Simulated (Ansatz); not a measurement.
Energy needed to pull apart CH$_{4}$OSn, closed shell, into free ground-state atoms, from the structure below (displaced at random from a GFN2-xTB minimum); no zero-point or spin–orbit terms; open-shell atoms are treated unrestricted, in their ground-state multiplicity.

C1  (-0.935, -0.718, -0.597)
O2  (-0.330, -1.074, 0.385)
Sn3  (0.928, 1.342, 0.082)
H4  (-0.679, -1.011, -1.705)
H5  (-1.988, -0.151, -0.562)
H6  (0.611, 1.366, 1.932)
H7  (2.401, 0.178, 0.407)
(Å)

Ansatz 0.2.0; basis: def2-TZVPP; cores frozen in the correlated methods. Filled d shells of the heavier atoms are correlated. Core potentials replace the inner electrons of the atoms past krypton. The def2 sets are not built for correlating such inner shells, so the correlated values are less sure here. B3LYP uses VWN-RPA correlation.

```tsv
method	atomization energy (eV)
PBE-D4	?
revPBE-D4	21.72
r2SCAN-D4	21.63
PBE0-D4	21.42
B3LYP-D4	21.75
wB97M-V	?
HF	14.23
MP2	21.03
CCSD	20.57
CCSD(T)	21.02
```

(1) What does wB97M-V give? (An estimate is asked for; the value comes from the calculation.)

(2) What does PBE-D4 give? (To be estimated.)

No T1 diagnostic of these runs exceeds 0.017.

## Answers

(1) Computed: 21.57 eV, which is about 0.56 eV more than CCSD(T)/def2-TZVPP.

(2) By the calculation: 22.27 eV, which is about 1.25 eV more than CCSD(T)/def2-TZVPP.

In triple zeta the MP2 and coupled-cluster atomization energies are still short of their basis limit by a few kcal/mol a bond, whereas those of the functionals are nearly converged, so these differences are not deviations from converged CCSD(T).

For scale, one of the runs: CCSD(T)/def2-TZVPP forces, 168 basis functions (an equivalent command: `ansatz run in.yaml --threads 4`). The run took 2.4 min on 4 CPU threads (shared host), with 3 GiB of host memory at its peak.
